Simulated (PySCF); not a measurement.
An unknown is described by computed data only.

Elements present: C, F and H. Monoisotopic mass: 186.0468 u.

* NMR, other nuclei: isotropic shieldings of nuclei other than C and H, by class: 313 (3 F), 349 (2 F) ppm [GIAO HF/pcSseg-2]
* Polarisability: 91.9 au [PBE0/def2-SVPD]
* Dipole: 3.04 D [PBE0/def2-SVPD]
* Triplet: lowest triplet excitation (Tamm–Dancoff): 4.20 eV [TDA PBE0/def2-SVPD]
* Rotational structure: rotational constants A, B, C: 1.744, 0.448, 0.420 GHz [PBE0-D3(BJ)/def2-SVP]
* Couplings: largest of the computed one-bond spin–spin couplings (means over like bonds): 19F–13C -353.2 (×3), 19F–13C -307.1 (×2), 13C–1H +171.8, 13C–1H +169.7, 13C–1H +165.9, 13C–1H +164.7, 13C–1H +163.8, 13C–1H +134.1 (×2) Hz [B3LYP/pcJ-1, spin–dipole term left out for some pairs]
* UV, strongest line: among the 10 lowest singlet transitions: S6 at 7.70 eV (161 nm, f = 0.533) [TDDFT PBE0/def2-SVPD]
* 13C NMR: chemical shifts (computed TMS as zero) by class: 156.9 (1 C), 146.6 (1 C), 126.6 (1 C), 124.3 (1 C), 111.3 (1 C), 104.9 (1 C), 37.0 (1 C) ppm [GIAO HF/pcSseg-2]
* UV, first state: lowest singlet excitation: 5.96 eV (208 nm, f = 0.151) [TDDFT PBE0/def2-SVPD]
* 1H NMR: chemical shifts (computed TMS as zero) by class: 6.62 (1 H), 5.81 (1 H), 5.68 (1 H), 5.51 (1 H), 5.40 (1 H), 2.79 (2 H) ppm [GIAO HF/pcSseg-2]

Gas-phase values; electronic properties from PySCF, density fitting. Levels stand in brackets. Geometry: PBE0-D3(BJ)/def2-SVP, one conformer, isolated molecule. NMR classes are plain means over equivalent atoms (diastereotopic ones count apart unless rotation or inversion swaps them), as if these changed places fast.

**Question.** Which formula fits the mass and the elements?

**Answer.** C7H7F5 (calculated 186.0468). No other formula that holds each of these elements comes within 0.0003 u with a fitting electron parity and a possible valence count.

**Question.** What is the compound? Reason from the data.

**Answer.** Numbering: `[CH2:1]=[CH:2][CH2:3]/[CH:4]=[CH:5]/[C:6]([F:7])([F:8])[C:9]([F:10])([F:11])[F:12]`. Its formula, C7H7F5, gives 2 degrees of unsaturation: 0 rings and 2 π bonds in the structure found. 7 carbons fall into 7 classes; from least to most shielded: alkene CH carbon [C4] (156.9 ppm), alkene CH carbon [C2] (146.6 ppm), terminal =CH2 carbon [C1] (126.6 ppm), alkene CH carbon [C5] (124.3 ppm), CF3 carbon [C9] (111.3 ppm), CF2 carbon [C6] (104.9 ppm), allylic carbon [C3] (37.0 ppm). Hydrogen classes from least to most shielded: 1 H on an alkene CH carbon, C4 (6.62 ppm), 1 H on an alkene CH carbon, C2 (5.81 ppm), 1 H on an alkene CH carbon, C5 (5.68 ppm), 1 H on a terminal =CH2 carbon, C1 (5.51 ppm), 1 H on a terminal =CH2 carbon, C1 (5.40 ppm), 2 H on an allylic carbon, C3 (2.79 ppm). The other shieldings belong to: 313 ppm, fluorine of a CF3 group [F10/F11/F12]; 349 ppm, fluorine of a CF2 group [F7/F8]. The couplings run between: -353.2 Hz, fluorine of a CF3 group [F10] and CF3 carbon [C9] (with 2 like pairs); -307.1 Hz, fluorine of a CF2 group [F7] and CF2 carbon [C6] (with 1 like pair); +171.8 Hz, alkene CH carbon [C5] and its hydrogen; +169.7 Hz, terminal =CH2 carbon [C1] and its hydrogen; +165.9 Hz, alkene CH carbon [C4] and its hydrogen; +164.7 Hz, terminal =CH2 carbon [C1] and its hydrogen; +163.8 Hz, alkene CH carbon [C2] and its hydrogen; +134.1 Hz, allylic carbon [C3] and its hydrogen (with 1 like pair). S1 is mainly HOMO→LUMO (weight 0.93); the largest Löwdin shares of the orbital it empties are 0.36 on the terminal =CH2 carbon, 0.34 on an alkene CH carbon, 0.06 on the allylic carbon and 0.06 on an alkene CH carbon, of the orbital it fills 0.27 on an alkene CH carbon, 0.23 on an alkene CH carbon, 0.09 on the terminal =CH2 carbon and 0.09 on an alkene CH carbon. The optimised geometry has point group C1 and is an asymmetric top. Structure: `C=CC/C=C/C(F)(F)C(F)(F)F`. The assignments are read from this structure; whether some other isomer fits the data as well wasn't checked.

The values belong to the conformer `[CH2:1]=[CH:2][CH2:3]/[CH:4]=[CH:5]/[C:6]([F:7])([F:8])[C:9]([F:10])([F:11])[F:12]`: C1–C2–C3–C4 -117°, C2–C3–C4–C5 -119°, C4–C5–C6–F7 9°, C5–C6–C9–F10 59°.
